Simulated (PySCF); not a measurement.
# Correlation energy of V (vanadium, neutral)

[Ar] 3d3 4s2, high-spin 4F determinant. All numbers are calculated (PySCF 2.14, no relativity, point nucleus, in cc-pVTZ). Frozen: [Ar]; 5 electrons correlated.

MP2 pair energies summed by pair of shells (mhartree):

```
 pair  energy  share (%)
4s-4s  -20.88       35.7
3d-3d  -18.96       32.4
3d-4s  -18.61       31.8
```

Total MP2 correlation energy: -58.45 mhartree.

Same-spin part -26.92 and opposite-spin part -31.53 mhartree; SCS-MP2 scales them by 1/3 and 6/5 to -46.81 mhartree.
